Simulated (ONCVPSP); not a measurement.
# What one change does to a pseudopotential (nitrogen, ONCV)

```json
{"Element": "nitrogen", "Generator": "ONCVPSP 4.0.1", "Type": "optimised norm-conserving Vanderbilt (ONCV)", "Functional": "PBE", "Relativity": "scalar-relativistic", "Frozen core": "[He]", "Valence charge": "5", "Reference configuration": "2s2 2p2 (charge +1)", "Partial waves": "2s: rc 1.00 bohr, ncon 4, nbas 8, qcut 7.2 1/bohr, 2 projectors, debl 2.6 Ha; 2p: rc 1.10 bohr, ncon 4, nbas 7, qcut 7.1 1/bohr, 3 projectors, debl 3.5 Ha; d scattering state at 0.31 Ha: rc 1.20 bohr, ncon 3, nbas 6, qcut 8.7 1/bohr, 2 projectors, debl 3.9 Ha", "Local potential": "polynomial inside 0.95 bohr (lpopt 5, dvloc0 0 Ha)", "Core correction": "Teter function, fcfact 1.75, rcfact 1.55"}
```

Change: s: rc 1.36.

Cutoffs: the cutoffs (Ha) at which the residual kinetic energy of the hardest occupied pseudo-wave falls to 1 and 0.1 mHa per electron; they do not see the model core or the augmentation charge, which bear on the density cutoff. Errors are all-electron minus pseudo energies relative to the spin-unpolarised reference configuration.

**Question.** What does the change do?

**Answer.** The potential gets softer (92 Ha and 142 Ha → 92 Ha and 120 Ha); of the 4 tests that both files solve, the error grows in 4 and shrinks in 0 by more than 15 % and 0.3 meV (median size 26.4 → 33.0 meV); neither file shows a bound ghost. A larger radius leaves more room for a smooth pseudo-wave, so fewer plane waves are needed. More of the atom is replaced by a form fitted at one configuration, so other configurations suffer.

| quantity | base | changed |
| --- | --- | --- |
| cutoff, loose | 92 Ha | 92 Ha |
| cutoff, tight | 142 Ha | 120 Ha |
| loose cutoff by channel | s 27 Ha, p 92 Ha | s 19 Ha, p 92 Ha |
| bound ghosts | none | none |
| GHOST(+) flags under 300 eV | p at 200.0 eV | p at 200.0 eV |
| error for 2s2 2p3, meV [ΔE -13.59 eV] | +8.8 | +12 |
| error for 2s2 2p1, meV [ΔE 28.85 eV] | +34 | +44 |
| error for 2s2 2p0, meV [ΔE 75.94 eV] | +283 | +343 |
| error for 2s1 2p3, meV [ΔE 11.78 eV] | +19 | +22 |
| p: phases at 1.12 bohr within 0.05 rad from the reference energy up to (Ha; the scan ends near 5) | to the end of the scan | to the end of the scan |
| d: phases at 1.22 bohr within 0.05 rad from the reference energy up to (Ha; the scan ends near 5) | to the end of the scan | to the end of the scan |
| rms error of d²Exc/dni dnj with the model core, mHa | 1.92 | 2.25 |
